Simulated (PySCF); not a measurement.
## Working out the excitation energy of Kr⁺

Kr⁺ [Ar] 3d10 4s2 4p5 (2P) → Kr⁺ [Ar] 3d10 4s1 4p5 4d1 (high-spin determinant). Computed with PySCF 2.14 in aug-cc-pVDZ-DK, with the spin-free X2C one-electron Hamiltonian (Gaussian nucleus). Frozen: [Ar] 3d10. Energies in hartree (1 hartree = 27.21139 eV):

| part | Kr⁺ (lower) | Kr⁺ (upper) |
| --- | --- | --- |
| UHF | -2787.570266 | -2786.381447 |
| MP2 opposite-spin | -0.073034 | -0.093329 |
| MP2 same-spin | -0.024701 | -0.019848 |

What does Hartree-Fock give?

(-2786.381447) − (-2787.570266) = 1.188819 hartree = 32.349 eV.

What do MP2 and SCS-MP2 (6/5 opposite-spin, 1/3 same-spin) give?

The opposite-spin parts differ by -0.552 eV and the same-spin parts by 0.132 eV. MP2: 32.349 + (-0.552) + (0.132) = 31.929 eV. SCS-MP2: 32.349 + 1.2 × (-0.552) + (0.132)/3 = 31.731 eV.

One determinant mixes LS terms, so it does not stand for a single term.

The upper state lies above the first ionisation limit, where it may autoionise and the basis confines it.

A double-zeta basis recovers only part of the correlation energy.
